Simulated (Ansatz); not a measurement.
FH$_{6}$N$_{3}$Zr (`[NH2][Zr]([NH2])([NH2])[F]`). The species carries charge 0 and has multiplicity 1. Zr: def2 effective core potential. The geometry is a stationary point of PBE0-D4/def2-TZVP. It is one conformer, not always the lowest.

```xyz
11

N     0.490   -0.128   -1.836
Zr   -0.527    0.078   -0.083
N    -0.178   -1.602    1.014
N     0.317    1.636    0.921
F    -2.413    0.359   -0.381
H     0.323    0.413   -2.674
H     1.164   -0.851   -2.047
H    -0.671   -2.479    0.909
H     0.431   -1.668    1.817
H    -0.111    2.133    1.692
H     1.173    2.109    0.668
```

Task: What is the dipole moment at B3LYP/def2-TZVPP? (Estimate.)

Result: Computed: 1.99 D, with components (1.95, -0.29, 0.31) D in this frame, pointing from negative to positive charge.

Task: And with PBE, r2SCAN, ωB97M-V? (An estimate is asked.)

Result: Ansatz gave: PBE 1.95 D, r2SCAN 1.96 D, ωB97M-V 1.92 D.

Task: Give the Mulliken charges with B3LYP, ωB97M-V, PBE in def2-TZVPP. (Estimate.)

Result: Ansatz gave: 
```
atom  B3LYP  ωB97M-V    PBE
  N1  -0.57    -0.53  -0.55
 Zr2   1.34     1.32   1.15
  N3  -0.57    -0.53  -0.55
  N4  -0.57    -0.53  -0.55
  F5  -0.43    -0.42  -0.38
  H6   0.13     0.11   0.14
  H7   0.14     0.12   0.15
  H8   0.13     0.11   0.14
  H9   0.14     0.12   0.15
 H10   0.13     0.11   0.14
 H11   0.14     0.12   0.15
```

B3LYP here is the variant with VWN-RPA as its local correlation; programs differ in this.
